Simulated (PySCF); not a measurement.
Compound: C8H10.
Atom-mapped SMILES: `[CH3:1][C:2]1=[CH:3][C@H:4]2[CH:5]=[CH:6][C@@H:7]1[CH2:8]2` (hydrogens: H9, H10, H11 on C1; H12 on C3; H13 on C4; H14 on C5; H15 on C6; H16 on C7; H17, H18 on C8)

Method used: PySCF, PBE0-D3(BJ)/def2-SVP geometry optimisation, gas phase.

(1) What internal coordinates does the optimisation give?

## Answers

(1) 
| bond | length (pm) | order |
| --- | --- | --- |
| C1–C2 | 148.4 | single |
| C2=C3 | 133.9 | double |
| C3–C4 | 153.3 | single |
| C4–C5 | 153.5 | single |
| C5=C6 | 133.7 | double |
| C6–C7 | 153.3 | single |
| C7–C8 | 154.5 | single |
| C2–C7 | 154.1 | single |
| C4–C8 | 154.7 | single |
| C1–H9, C1–H10, C1–H11 | 110.2 | single |
| C3–H12 | 109.1 | single |
| C4–H13 | 109.8 | single |
| C5–H14 | 109.1 | single |
| C6–H15 | 109.1 | single |
| C7–H16 | 109.9 | single |
| C8–H17 | 110.1 | single |
| C8–H18 | 110.1 | single |

Bonds in one row agree within 1 pm and their mean is given. Orders are formal, as drawn. A selection of angles:
| angle | degrees |
| --- | --- |
| C1–C2–C3 | 130.4 |
| C1–C2–C7 | 123.3 |
| C3–C2–C7 | 106.2 |
| C2–C3–C4 | 107.4 |
| C3–C4–C5 | 107.3 |
| C3–C4–C8 | 98.5 |
| C5–C4–C8 | 98.6 |
| C4–C5–C6 | 106.9 |
| C5–C6–C7 | 106.8 |
| C6–C7–C8 | 98.7 |
| C2–C7–C6 | 107.3 |
| C2–C7–C8 | 98.9 |
| C4–C8–C7 | 92.2 |

Dihedral angles: C1–C2–C3–C4 176° (antiperiplanar); C2–C3–C4–C5 -65° (synclinal); C3–C4–C5–C6 65° (synclinal); C4–C5–C6–C7 0° (synperiplanar); C5–C6–C7–C8 36° (synclinal); C6–C7–C8–C4 -55° (synclinal); C1–C2–C7–C6 -110° (anticlinal); C3–C4–C8–C7 -55° (synclinal).

The 5-membered ring C2–C3–C4–C8–C7 has internal angles of 92.2° to 107.4°; it is puckered, 0.27 Å rms from its mean plane, widest ring torsion 55°. The 9 C–C bonds span 1.337 Å (C5=C6, drawn double) to 1.547 Å (C4–C8, drawn single), a spread of 0.210 Å. The 5-membered ring C4–C5–C6–C7–C8 has internal angles of 92.2° to 106.9°; it is puckered, 0.27 Å rms from its mean plane, widest ring torsion 55°.

Point group: C1 (no symmetry element, even within 0.4 Å). PBE0-D3(BJ)/def2-SVP frequencies: not computed here.
